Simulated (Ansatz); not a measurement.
A calculation with Ansatz (development build ahead of 0.2.0).

```yaml
crystal:
  periodic: [false, false, false]
  atoms:
    - { symbol: F, position_ang: [0.0, 0.71, 3.3] }
    - { symbol: F, position_ang: [0.0, -0.71, 3.3] }
    - { symbol: Li, position_ang: [1.34, 0.0, 0.0] }
    - { symbol: Li, position_ang: [-1.34, 0.0, 0.0] }
basis:
  gaussian: { orbitals: def2-SVP }
hamiltonian:
  xc: hf
```

The input is written out in the form of the current development build from the run's settings.

Results

```json
{
 "Converged": "yes",
 "Total energy": "-213.35513 hartree",
 "Spin squared of the determinant": "0.000"
}
```

Caution: stretched shape with no unrestricted run beside it, a lower state can exist.
